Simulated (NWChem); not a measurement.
System: BH2Br; SMILES BBr

NWChem printed, in part:

```
             Northwest Computational Chemistry Package (NWChem) 7.3.0
             --------------------------------------------------------

                             Geometry "geometry" -> ""
                             -------------------------

 Output coordinates in angstroms (scale by  1.889725989 to convert to a.u.)

  No.       Tag          Charge          X              Y              Z
 ---- ---------------- ---------- -------------- -------------- --------------
    1 B                    5.0000     0.00000000     0.00000000    -1.52317500
    2 H                    1.0000     0.00000000     1.06956800    -2.08968200
    3 H                    1.0000     0.00000000    -1.06956800    -2.08968200
    4 Br                  35.0000     0.00000000     0.00000000     0.37682200

 Effective nuclear repulsion energy (a.u.)      67.1381180418

                              NWChem Property Module
                              ----------------------

  itol2e modified to match energy
  convergence criterion.

                                 NWChem DFT Module
                                 -----------------

 Summary of "ao basis" -> "ao basis" (spherical)
 ------------------------------------------------------------------------------
       Tag                 Description            Shells   Functions and Types
 ---------------- ------------------------------  ------  ---------------------
 B                           6-31g*                  6       14   3s2p1d
 H                           6-31g*                  2        2   2s
 Br                          6-31g*                 12       32   5s4p3d

  itol2e modified to match energy
  convergence criterion.

            General Information
            -------------------
          SCF calculation type: DFT
          Wavefunction type:  closed shell.
          No. of atoms     :     4
          No. of electrons :    42
           Alpha electrons :    21
            Beta electrons :    21
          Charge           :     0
          Spin multiplicity:     1
          Use of symmetry is: off; symmetry adaption is: off
          Maximum number of iterations: 150
          AO basis - number of functions:    50
                     number of shells:    22
          Convergence on energy requested:  1.00D-07
          Convergence on density requested:  1.00D-05
          Convergence on gradient requested:  5.00D-04

[...]

          -----------------------
          Electric field gradient
          -----------------------

 1 a.u. = 0.324123 10**(16) esu/cm**3  ( or statvolts/cm**2 ) = 0.97174 10**(22) v/m**2

 ------------------------------------------------------------
   Atom      X         Y         Z
 ------------------------------------------------------------
    1 B    0.00000   0.00000  -2.87838
 ------------------------------------------------------------

 Electric field gradient in molecular frame (a.u.)
         XX             YY             ZZ             XY             XZ             YZ
 ------------------------------------------------------------------------------------------
       -0.464321       0.377650       0.086671       0.000000       0.000000       0.000000

 Principal components (a.u.) and orientation
 of principal axis w.r.t. absolute frame                      Asymmetry parameter eta
 --------------------------------------------------------------------------------------
       -0.464321       0.377650       0.086671                       0.626675

        1.000000       0.000000       0.000000
       -0.000000       1.000000      -0.000000
       -0.000000       0.000000       1.000000

 ------------------------------------------------------------
   Atom      X         Y         Z
 ------------------------------------------------------------
    2 H    0.00000   2.02119  -3.94893
 ------------------------------------------------------------

 Electric field gradient in molecular frame (a.u.)
         XX             YY             ZZ             XY             XZ             YZ
 ------------------------------------------------------------------------------------------
        0.087097      -0.126862       0.039765       0.000000       0.000000       0.121084

 Principal components (a.u.) and orientation
 of principal axis w.r.t. absolute frame                      Asymmetry parameter eta
 --------------------------------------------------------------------------------------
       -0.190527       0.103430       0.087097                       0.085724

       -0.000000       0.000000       1.000000
        0.885112       0.465378      -0.000000
       -0.465378       0.885112      -0.000000

 ------------------------------------------------------------
   Atom      X         Y         Z
 ------------------------------------------------------------
    3 H    0.00000  -2.02119  -3.94893
 ------------------------------------------------------------

 Electric field gradient in molecular frame (a.u.)
         XX             YY             ZZ             XY             XZ             YZ
 ------------------------------------------------------------------------------------------
        0.087097      -0.126862       0.039765      -0.000000      -0.000000      -0.121084

 Principal components (a.u.) and orientation
 of principal axis w.r.t. absolute frame                      Asymmetry parameter eta
 --------------------------------------------------------------------------------------
       -0.190527       0.103430       0.087097                       0.085724

        0.000000       0.000000       1.000000
        0.885112      -0.465378       0.000000
        0.465378       0.885112      -0.000000

 ------------------------------------------------------------
   Atom      X         Y         Z
 ------------------------------------------------------------
    4 Br   0.00000   0.00000   0.71209
 ------------------------------------------------------------

[...]
```

Level: PBE0/6-31G* (spherical d). All runs use the structure optimised with PBE-D3(BJ)/def2-SVP. NWChem prints the field gradient with the sign opposite to the second derivative of the potential.

Problem. Write an input that gives this output.

Solution. This is not unique; one that fits is the input that was run:
```
start job
memory heap 200 mb stack 900 mb global 1100 mb
geometry units angstroms noautosym nocenter noautoz
  B      0.000000     0.000000    -1.523175
  H      0.000000     1.069568    -2.089682
  H      0.000000    -1.069568    -2.089682
  Br     0.000000     0.000000     0.376822
end
basis spherical
  * library 6-31g*
end
dft
  xc pbe0
  iterations 150
end
property
  efieldgrad
end
task dft property
```
